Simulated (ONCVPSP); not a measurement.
**tungsten (W): one change to an ONCV potential, before and after**

- Element: tungsten
- Generator: ONCVPSP 4.0.1
- Type: optimised norm-conserving Vanderbilt (ONCV)
- Functional: PBEsol
- Relativity: scalar-relativistic
- Frozen core: [Kr] 4d10
- Valence charge: 28
- Reference configuration: 4f14 5s2 5p6 5d4 6s2
- Partial waves: 5s+6s: rc 1.80 bohr, ncon 3, nbas 6, qcut 6.2 1/bohr, 2 projectors; 5p: rc 2.05 bohr, ncon 4, nbas 8, qcut 8.5 1/bohr, 1 projector; 5d: rc 2.50 bohr, ncon 4, nbas 9, qcut 6.9 1/bohr, 2 projectors, debl 3.8 Ha; 4f: rc 0.75 bohr, ncon 3, nbas 7, qcut 26.3 1/bohr, 2 projectors, debl 2 Ha
- Local potential: polynomial inside 0.45 bohr (lpopt 2, dvloc0 0 Ha)
- Core correction: none

All-electron outer shells of the reference configuration (PBEsol, scalar-relativistic, ld1.x):

```
shell  level (eV)  outermost node (bohr)  outermost maximum (bohr)
   4d     -238.27                   0.22                      0.45
   5s      -79.11                   0.53                      0.96
   5p      -43.22                   0.57                      1.09
   4f      -33.24                      –                      0.43
   6s       -5.75                   1.28                      2.64
   5d       -4.51                   0.63                      1.49
```

Change: d: debl 0.3.

Cutoffs: the cutoffs (Ha) at which the residual kinetic energy of the hardest occupied pseudo-wave falls to 1 and 0.1 mHa per electron; they do not see the model core or the augmentation charge, which bear on the density cutoff. Errors are all-electron minus pseudo energies relative to the spin-unpolarised reference configuration.

Q: How do hardness, ghosts and transferability respond?

A: The potential gets neither clearly harder nor softer (261 Ha and 288 Ha → 261 Ha and 288 Ha); both files keep a bound ghost (p, s); the errors of the 4 common tests hardly move.

| quantity | base | changed |
| --- | --- | --- |
| cutoff, loose | 261 Ha | 261 Ha |
| cutoff, tight | 288 Ha | 288 Ha |
| bound ghosts | s, p | s, p |
| GHOST(+) flags under 300 eV | s at 135.7 eV, d at 201.5 eV | s at 135.7 eV, d at 245.8 eV |
| error for 4f14 5s2 5p6 5d4 6s1, meV [ΔE 8.93 eV] | -4.2 | -4.2 |
| error for 4f14 5s2 5p6 5d4 6s0, meV [ΔE 24.62 eV] | -15 | -15 |
| error for 4f14 5s2 5p6 5d3 6s0, meV [ΔE 50.03 eV] | -13 | -12 |
| error for 4f13 5s2 5p6 5d5 6s2, meV [ΔE 32.73 eV] | -140 | -141 |
| s: phases at 1.83 bohr within 0.05 rad from the reference energy up to (Ha; the scan ends near 5) | 4.2 | 4.2 |
| p: phases at 2.09 bohr within 0.05 rad from the reference energy up to (Ha; the scan ends near 5) | 0.1 | 0.1 |
| d: phases at 2.54 bohr within 0.05 rad from the reference energy up to (Ha; the scan ends near 5) | to the end of the scan | to the end of the scan |
| f: phases at 0.76 bohr within 0.05 rad from the reference energy up to (Ha; the scan ends near 5) | to the end of the scan | to the end of the scan |

 A true bound ghost makes a file unfit for plane-wave use even where its test errors are small: the radial tests pick states by their node count and pass the ghost by.
